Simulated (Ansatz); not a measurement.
The cluster B₆N. Total charge 0; doublet. Geometry B3LYP-D4/def2-SVP.

```
atom   x (Å)   y (Å)   z (Å)
  N1   1.690  -0.655  -0.386
  B2  -0.917   1.067  -0.357
  B3   0.449  -0.866  -0.876
  B4  -1.113  -0.481  -0.765
  B5  -1.160  -0.261   0.832
  B6   1.189   0.231   0.501
  B7  -0.138   0.966   1.051
```

The structure comes from a short search, and lower isomers may exist.

Problem. Estimate the α-spin orbital energies around the gap (eV) in Ansatz with PBE-D4/def2-TZVP, r2SCAN-D4/def2-TZVP, PBE0-D4/def2-TZVP, ωB97X-V/def2-TZVP, ωB97M-V/def2-TZVP.

Solution. 
| orbital | PBE-D4/def2-TZVP | r2SCAN-D4/def2-TZVP | PBE0-D4/def2-TZVP | ωB97X-V/def2-TZVP | ωB97M-V/def2-TZVP |
| --- | --- | --- | --- | --- | --- |
| HOMO−9 | -12.79 | -13.40 | -14.64 | -17.52 | -17.23 |
| HOMO−8 | -11.51 | -11.96 | -13.17 | -15.78 | -15.60 |
| HOMO−7 | -11.48 | -11.94 | -13.11 | -15.77 | -15.53 |
| HOMO−6 | -10.32 | -10.76 | -11.86 | -14.58 | -14.32 |
| HOMO−5 | -9.13 | -9.45 | -10.58 | -13.13 | -12.96 |
| HOMO−4 | -8.29 | -8.58 | -9.52 | -11.87 | -11.69 |
| HOMO−3 | -7.94 | -8.21 | -9.22 | -11.61 | -11.42 |
| HOMO−2 | -7.05 | -7.21 | -7.93 | -10.03 | -9.92 |
| HOMO−1 | -6.72 | -6.87 | -7.77 | -9.89 | -9.80 |
| HOMO | -5.28 | -5.57 | -6.21 | -8.05 | -7.80 |
| LUMO | -3.74 | -3.44 | -2.84 | -0.87 | -1.05 |
| LUMO+1 | -3.34 | -3.21 | -2.48 | -0.29 | -0.40 |
| LUMO+2 | -3.30 | -3.06 | -2.36 | -0.18 | -0.36 |
| LUMO+3 | -1.73 | -1.40 | -0.77 | 1.37 | 1.14 |
| LUMO+4 | -1.61 | -1.29 | -0.67 | 1.47 | 1.29 |
| LUMO+5 | -0.69 | -0.25 | 0.32 | 2.42 | 2.08 |
| β HOMO | -6.67 | -6.87 | -7.64 | -9.53 | -9.44 |
| β LUMO | -3.95 | -3.65 | -3.01 | -1.17 | -1.35 |
